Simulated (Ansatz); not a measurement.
Reactions of `N[SiH2]C[SiH2]Cl`.

Computed with Ansatz on PBE0-D4/def2-TZVP structures; ΔE is electronic, products minus reactants. CBS: MP2 limit from def2 TZ/QZ plus the TZ coupled-cluster correction, frozen cores. This one scheme is used for every species. Open shells (•) are unrestricted, without spin–orbit coupling. For Se outer-core shells are correlated without core-valence functions, which leaves a few kJ/mol of doubt a bond. Scalar relativity is left out up to krypton. Each species was taken in one conformer, which may not be the lowest.

(1) Order these by ΔE at CCSD(T)/CBS, lowest first. (An estimate is asked.)
A. `N[SiH2]C[SiH2]Cl` + `O[SiH](Cl)Cl` → `Cl[SiH2]O[SiH](Cl)Cl` + `C[SiH2]N`
B. `N[SiH2]C[SiH2]Cl` → `CN([SiH3])[SiH2]Cl`
C. `N[SiH2]C[SiH2]Cl` → `C[SiH2]Cl` + `N[SiH]`
D. `N[SiH2]C[SiH2]Cl` + `N[SiH2]F` → `N[SiH2]C[SiH](N)F` + `[SiH3]Cl`
E. `N[SiH2]C[SiH2]Cl` → `[CH2][SiH2]Cl`• + `N[SiH2]`•
F. `N[SiH2]C[SiH2]Cl` + CH₃NH₂ → `CNC[SiH2]Cl` + `N[SiH3]`
G. `N[SiH2]C[SiH2]Cl` + `B[SeH]` → `B[Se][SiH2]Cl` + `C[SiH2]N`
H. `N[SiH2]C[SiH2]Cl` + `C[SiH2]O` → `C[SiH2]O[SiH2]Cl` + `C[SiH2]N`

Largest T1 diagnostic: 0.015, for `N[SiH2]`•.

## Answers

(1) H (-26.7 kcal/mol), A (-24.7 kcal/mol), G (-10.7 kcal/mol), D (-2.3 kcal/mol), B (+5.7 kcal/mol), F (+23.1 kcal/mol), C (+38.8 kcal/mol), E (+93.3 kcal/mol).
